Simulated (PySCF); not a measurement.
## A search over the determinants of InO⁺

Unrestricted PBE0; In def2-TZVPPD with ECP28, O def2-TZVPPD; scalar-relativistic core potentials (PySCF 2.14). Outer shells of the fragments: In+ 4d10 5s2; O 2s2 2p4.

Followed along the bond (rough minima from three points):

```
2Ms+1  unpaired  ⟨S²⟩ at the start  R at minimum (Å)  Te (eV)
    3      π ↑↑               2.01              2.97     0.00
    3  σ ↑, π ↑               2.02              2.17     0.07
    1  σ ↓, π ↑               1.01              2.07     0.48
    1      none               0.00  none in the scan   ≤ 1.31
```

Solutions found at the starting distance of 2.090 Å, counted from the lowest of them; the search is not exhaustive and high or unbound solutions are not listed, so other states can lie among these:

| 2Ms+1 | unpaired | term | E (eV) | ⟨S²⟩ | ⟨Lz²⟩ | μ (D) |
| --- | --- | --- | --- | --- | --- | --- |
| 3 | σ ↑, π ↑ | ³Π | 0.00 | 2.02 | 1.01 | -1.85 |
| 1 | σ ↓, π ↑ | mixed | 0.39 | 1.01 | 1.01 | -2.32 |
| 3 | π ↑↑ | ³Σ⁻ | 0.97 | 2.01 | 0.00 | 1.71 |
| 1 | none | ¹Σ⁺ | 1.55 | 0.00 | 0.00 | -4.54 |
| 1 | π ↑↓ | mixed | 1.73 | 1.00 | 2.01 | 1.69 |
| 3 | σ ↑↑ | ³Σ⁺ | 3.11 | 2.00 | 0.00 | -4.69 |

A term symbol is given only where ⟨S²⟩ and ⟨Lz²⟩ are close to those of a pure state; real π, δ and φ orbitals otherwise mix terms. A positive dipole points towards O; it is taken about the centre of mass and depends on that origin.

Task: Compare the gap between the two lowest followed solutions at the starting distance with the gap between their minima.

Result: At PBE0 the second solution (triplet, unpaired electrons σ ↑, π ↑) lies -0.97 eV from the first (triplet, unpaired electrons π ↑↑) at 2.090 Å and +0.07 eV at the minima; the two curves relax by different amounts, since their minima lie near 2.17 and 2.97 Å.

Spin–orbit coupling is left out. Counting both spins, an empty level lies below a filled one in some of these solutions, because spin and occupation are held.
